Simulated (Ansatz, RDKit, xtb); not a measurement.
Dimer: CHN (SMILES C#N) (first 3 atoms) with H4OSi (SMILES O[SiH3]); geometry from B3LYP-D3(BJ)/def2-TZVP.
(charge 0, multiplicity 1):
```xyz
9

C      0.57627     1.53752    -0.61858
N      0.60171     1.15180     0.45781
H      0.55290     1.89771    -1.62295
O      0.66343     0.15262     3.24848
Si    -0.53799    -0.89346     3.64609
H      0.68347     0.50457     2.34727
H     -1.88665    -0.28612     3.49680
H     -0.32688    -1.26235     5.06211
H     -0.51199    -2.12471     2.81343
```

Monomers are frozen at their geometry in the pair; levels with a basis set take the counterpoise correction. RDKit's UFF carries no charges.

Programs: Ansatz (an electronic-structure program) with Gaussian orbitals; RDKit for the force fields; xtb for the GFN methods. Each number belongs to the level named beside it.

One of these levels gives -198.9 meV for the interaction energy. Which?
(A) r2SCAN/def2-TZVPPD
(B) UFF
(C) revPBE/def2-TZVPPD
(D) GFN1-xTB

D, GFN1-xTB. The others give 715.9 (UFF), -161.0 (revPBE/def2-TZVPPD), -224.2 (r2SCAN/def2-TZVPPD)
